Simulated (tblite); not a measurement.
**Question.** Write Cartesian coordinates for `O=Cc1c[c]co1` [radical] as optimised with GFN2-xTB. (Doublet state.)

**Answer.** 
```xyz
10
C5H3O2 angstrom
O     -2.644    0.574    0.074
C     -1.778   -0.246   -0.091
C     -0.356   -0.017   -0.012
C      0.372    1.134    0.256
C      1.698    0.725    0.190
C      1.732   -0.604   -0.103
O      0.482   -1.068   -0.229
H     -2.006   -1.304   -0.329
H     -0.033    2.102    0.462
H      2.543   -1.291   -0.241
```

Any rigid rotation of these coordinates is as good. Atoms count from 1 in this order. C6 (carbon bonded to C, O and H) is planar (angles 132.3°, 118.1° and 109.6°, sum 360.0°, 0.00 Å off the plane of its three neighbours). The 7 heavy atoms lie in one plane (0.000 Å rms). C2 (carbon bonded to C, O and H) is planar (angles 126.4°, 122.1° and 111.5°, sum 360.0°, 0.00 Å off the plane of its three neighbours). The C–O distances run from 1.204 Å (O1=C2, drawn double) to 1.362 Å (C3–O7, aromatic), a spread of 0.158 Å.

Bonds between heavy atoms (Å): O1=C2 1.204, C2–C3 1.443, C3–C4 1.387, C4–C5 1.390, C5–C6 1.362, C6–O7 1.340, C3–O7 1.362.

Computed geometry: GFN2-xTB, gas phase. This method treats the open shell by occupation alone, without spin polarisation.

Point group: Cs (every atom within 0.08 Å of its image). Its GFN2-xTB frequencies are all real (lowest 149 cm⁻¹). Torsions: O1–C2–C3–C4 0°.

Time: under 0.1 s wall. Hardware: Intel Xeon 6975P-C, one thread, no GPU, shared host. These figures are those of the optimisation.

One conformer stands for the species.
